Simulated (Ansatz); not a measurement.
Reaction (ligand exchange at a Ti–O bond): `CC[O][Ti]([OH])([O]CC)[O]CC` + HCl → `CC[O][Ti]([Cl])([O]CC)[O]CC` + H₂O

Program: Ansatz. Geometries: PBE0-D4/def2-TZVP. ΔE: electronic, gas phase. CCSD(T)/CBS adds triple-zeta CCSD(T) − MP2 to the extrapolated MP2 energy (def2 sets, frozen cores). This one scheme is used for every species. Functionals use def2-TZVPP. For Ti outer-core shells are correlated without core-valence functions, which leaves a few kJ/mol of doubt a bond. Scalar relativity is left out up to krypton. One conformer a species, not always the lowest.

`CC[O][Ti]([OH])([O]CC)[O]CC`:

Z-matrix (Å, degrees):
```
C
Ti 1 3.029
C 1 1.513 2 123.3
O 1 1.398 2 20.6 3 57.7
H 1 1.098 2 89.4 3 -114.0
H 1 1.098 2 113.7 3 137.4
O 2 1.817 1 94.5 3 98.1
O 2 1.783 1 108.9 3 -150.4
O 2 1.784 1 121.7 3 -20.1
H 3 1.092 1 110.5 2 77.3
H 3 1.093 1 110.4 2 -162.6
H 3 1.092 1 110.6 2 -42.6
H 7 0.958 2 128.4 1 -109.2
C 8 1.394 2 150.4 1 35.1
C 9 1.395 2 150.4 1 -121.0
C 14 1.513 8 112.3 2 -25.8
H 14 1.097 8 108.3 2 -147.6
H 14 1.098 8 108.8 2 96.4
C 15 1.513 9 112.3 2 6.2
H 15 1.097 9 108.4 2 128.2
H 15 1.097 9 108.7 2 -115.7
H 16 1.092 14 110.8 8 59.5
H 16 1.093 14 110.3 8 179.7
H 16 1.092 14 110.6 8 -60.4
H 19 1.092 15 110.7 9 -59.2
H 19 1.093 15 110.3 9 -179.4
H 19 1.093 15 110.6 9 60.8
```

HCl:

```xyz
2

Cl   -0.637   -0.052    0.009
H     0.637    0.052   -0.009
```

`CC[O][Ti]([Cl])([O]CC)[O]CC`:

Z-matrix (Å, degrees):
```
C
C 1 1.512
H 1 1.093 2 110.7
H 1 1.092 2 110.7 3 -120.1
H 1 1.093 2 110.2 3 119.8
O 2 1.397 1 112.2 3 60.8
H 2 1.096 1 110.4 3 -178.4
H 2 1.097 1 110.4 3 -59.9
Ti 6 1.767 2 152.0 1 3.9
Cl 9 2.242 6 110.3 2 129.0
O 9 1.767 6 108.7 2 -110.0
O 9 1.767 6 108.7 2 8.1
C 11 1.397 9 152.2 6 8.0
C 12 1.397 9 152.2 6 -109.9
C 13 1.512 11 112.2 9 3.3
H 13 1.097 11 108.2 9 125.3
H 13 1.096 11 108.2 9 -118.8
C 14 1.512 12 112.2 9 3.0
H 14 1.097 12 108.2 9 125.1
H 14 1.096 12 108.1 9 -119.0
H 15 1.093 13 110.8 11 60.9
H 15 1.092 13 110.7 11 -59.2
H 15 1.093 13 110.2 11 -179.3
H 18 1.093 14 110.2 12 -179.4
H 18 1.092 14 110.7 12 -59.3
H 18 1.093 14 110.7 12 60.8
```

H₂O:

```xyz
3

O    -0.379    0.017   -0.086
H     0.299    0.659   -0.306
H     0.080   -0.677    0.392
```

```
        level  ΔE (kJ/mol)
       PBE-D4        -53.8
    revPBE-D4        -53.8
     BHLYP-D4        -54.8
      ωB97M-V        -51.6
     PBE-QIDH        -59.4
          PBE        -49.2
      LC-ωPBE        -45.2
HF/def2-TZVPP        -46.5
```

Task: What does CCSD(T)/CBS give? (Best estimate.)

Result: The calculation gave: -59.5 kJ/mol. The listed levels differ from it by 5.7, 5.7, 4.7, 7.9, 0.1, 10.3, 14.3, 13.0 kJ/mol.

Largest T1 diagnostic among the species: 0.020, so the coupled-cluster value is less sure than usual.

Leaving LDA and LC-ωPBE aside and taking each functional with its dispersion term where it has one, the values, not all of them listed here, spread over 11.5 kJ/mol, from PBE-QIDH to CAM-B3LYP-D4. From BLYP to BHLYP (50 % exact exchange), in def2-TZVPP and without D4, ΔE moves by −5.2 kJ/mol.
